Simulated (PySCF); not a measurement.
Radial density of C (carbon, neutral)

BHandHLYP, [He] 2s2 2p2, high-spin 3P determinant. Computed with PySCF 2.14 in aug-cc-pV5Z (7s6p5d4f3g2h, 127 functions), with no relativity, point nucleus.

```tsv
r (bohr)	4πr²ρ (e/bohr)	4πr²(ρα − ρβ)
0.00412	0.02592	0.0000
0.00693	0.07094	0.0000
0.0117	0.1896	0.0001
0.0196	0.4878	0.0002
0.0330	1.176	0.0006
0.0555	2.545	0.0018
0.0933	4.604	0.0060
0.157	6.194	0.0233
0.264	5.158	0.0964
0.444	2.280	0.3399
0.747	1.727	0.8266
1.26	2.378	1.0890
2.11	1.239	0.6014
3.55	0.1814	0.1082
5.98	0.005008	0.0040
```
